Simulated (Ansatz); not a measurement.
The first iterations of a band of BClGaH5OSi (10 atoms, charge 0, multiplicity 1).

Level of theory: RHF/def2-SVP in Ansatz 0.2.0.

| Item | Value |
| --- | --- |
| movable images | 7 |
| climbing image | yes |
| spring | 5.0 eV/Å² |
| optimiser | quadratic models (default) |
| start path | through a guess of the saddle point |
| force threshold | 0.2 eV/Å |
| iteration limit | 60 |
| end points | relaxed |

Image 0:

```xyz
10
Properties=species:S:1:pos:R:3
O -1.517 -0.170 0.882
B -0.355 -0.066 0.224
Si 1.033 -1.571 0.401
Ga -0.144 1.738 -0.955
Cl -2.015 2.888 -0.681
H -2.122 0.553 0.763
H 2.312 -1.004 0.911
H 1.313 -2.140 -0.947
H 0.606 -2.670 1.302
H 0.888 2.441 -1.899
```

Image 8:

```xyz
10
Properties=species:S:1:pos:R:3
O -1.199 0.000 0.632
B 0.006 -0.105 0.069
Si 1.185 -1.745 0.427
Ga -0.824 3.797 -1.885
Cl -2.419 2.967 -0.510
H -1.679 0.791 0.415
H 2.480 -1.323 1.028
H 1.502 -2.436 -0.854
H 0.546 -2.727 1.339
H 0.404 0.780 -0.662
```

| iteration | highest image above the first end (eV) | largest band force component (eV/Å) |
| --- | --- | --- |
| 1 | 6.864 | 27.279 |
| 2 | 4.186 | 8.699 |
| 3 | 3.288 | 4.347 |
| 4 | 3.442 | 1.805 |
| 5 | 3.287 | 1.117 |

**Question.** Does the band converge within its limit, and where does its top end?

**Answer.** It converged. It ended after 15 iterations with the highest image 3.999 eV above the first end. The threshold of 0.2 eV/Å is loose, so the images may lie well off the minimum-energy path. Neighbouring images differ by up to 2.7 eV, so the band resolves the path poorly. Another band between the same ends (7 images) ends at a top of the same energy, where a vibrational analysis finds 1 clearly imaginary mode. The orbitals stay closed-shell, which can raise the energy where a bond breaks towards radicals; this wasn't checked here.

The run took 2.3 min on 2 threads of Intel(R) Xeon(R) 6975P-C (Granite Rapids), with other jobs on the host, peak memory 0.31 GiB.
